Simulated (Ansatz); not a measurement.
Reactions of CH3NSi (`N#C[SiH3]`).

Gas-phase electronic energies from Ansatz, PBE0-D4/def2-TZVP geometries. CCSD(T)/CBS adds triple-zeta CCSD(T) − MP2 to the extrapolated MP2 energy (def2 sets, frozen cores). This one scheme is used for every species. Functionals use def2-TZVPP. B3LYP here is the variant with VWN-RPA as its local correlation; programs differ in this. Open shells (•) are unrestricted, without spin–orbit coupling. For Br, Se outer-core shells are correlated without core-valence functions, which leaves a few kJ/mol of doubt a bond. Scalar relativity is left out up to krypton. One conformer a species, not always the lowest.

| reaction | PBE0-D4 (kcal/mol) | PBE-D4 (kcal/mol) | HF/CBS(def2) (kcal/mol) | B3LYP-D4 (kcal/mol) | CCSD(T)/CBS(def2) (kcal/mol) |
| --- | --- | --- | --- | --- | --- |
| `N#C[SiH3]` + `FBC1N[SiH2]1` → `[SiH3]C1N[SiH2]1` + `N#CBF` | 7.1 | 6.8 | 7.4 | 6.9 | 7.0 |
| `N#C[SiH3]` + `CCB(O)O` → `CCB(O)O[SiH3]` + `C#N` | -9.8 | -8.7 | -13.9 | -11.9 | -11.8 |
| `N#C[SiH3]` + `OB(O)Br` → `OB(Br)O[SiH3]` + `C#N` | -10.5 | -9.7 | -14.1 | -12.5 | -12.7 |
| `N#C[SiH3]` + `CC[SiH3]` → `CC[SiH2]C#N` + SiH₄ | -2.7 | -2.6 | -2.0 | -2.7 | -2.6 |
| `N#C[SiH3]` + `B[Se][SiH2]C` → `B[Se][SiH2][SiH3]` + acetonitrile | 6.3 | 5.6 | 11.9 | 9.0 | 11.0 |
| `N#C[SiH3]` + `[OH]`• → `N#C[SiH2]`• + H₂O | -29.8 | -33.9 | -11.0 | -27.8 | -29.1 |

Largest T1 diagnostic: 0.027, for `N#C[SiH2]`•, so its coupled-cluster energy is less sure.
